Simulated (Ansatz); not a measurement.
Geometry optimisation, UKS PBE0/def2-SVP (Ansatz).

input.yaml

```yaml
crystal:
  periodic: [false, false, false]
  atoms:
    - { symbol: O, position_ang: [-1.8372, -0.4516, 0.0459] }
    - { symbol: In, position_ang: [-0.0341, 0.0735, 0.0637] }
    - { symbol: Cl, position_ang: [1.8196, -1.1777, 1.0603] }
    - { symbol: H, position_ang: [-2.77369, -0.38827, -0.26887] }
magnetization:
  spin_polarized: true
  initial_magnetization: 1
basis:
  gaussian: { orbitals: def2-SVP }
hamiltonian:
  xc: pbe0
relax:
  f_tol: 0.02
  max_steps: 50
output:
  orbitals: {}
```

Command:

```bash
$ ansatz run input.yaml --threads 1 --pin off --max-ram 2048MiB --backend cpu --events-out ev --progress --plain --runs-dir out
```

Question: Where does it end, and by what steps?

Answer: The run converged. After 8 steps the energy has fallen by 0.461 eV; O1 moved furthest, 0.31 Å.

```json
{"step": "0", "energy less start (eV)": "0.0000", "largest force component (eV/Å)": "3.866", "accepted": "yes"}
{"step": "1", "energy less start (eV)": "-0.2353", "largest force component (eV/Å)": "0.921", "accepted": "yes"}
{"step": "2", "energy less start (eV)": "-0.3600", "largest force component (eV/Å)": "0.507", "accepted": "yes"}
{"step": "3", "energy less start (eV)": "-0.4239", "largest force component (eV/Å)": "0.522", "accepted": "yes"}
{"step": "4", "energy less start (eV)": "-0.4128", "largest force component (eV/Å)": "1.283", "accepted": "no"}
{"step": "5", "energy less start (eV)": "-0.4575", "largest force component (eV/Å)": "0.143", "accepted": "yes"}
{"step": "6", "energy less start (eV)": "-0.4565", "largest force component (eV/Å)": "0.066", "accepted": "no"}
{"step": "7", "energy less start (eV)": "-0.4611", "largest force component (eV/Å)": "0.034", "accepted": "yes"}
{"step": "8", "energy less start (eV)": "-0.4611", "largest force component (eV/Å)": "0.013", "accepted": "yes"}
```

```xyz
4
Properties=species:S:1:pos:R:3
O -1.894 -0.740 0.128
In -0.064 0.119 0.034
Cl 1.709 -1.128 1.024
H -2.577 -0.196 -0.286
```

The run took 14 s on 1 thread of AMD EPYC 9R45 96-Core Processor (Zen 5), on a shared host, peak memory 0.18 GiB.
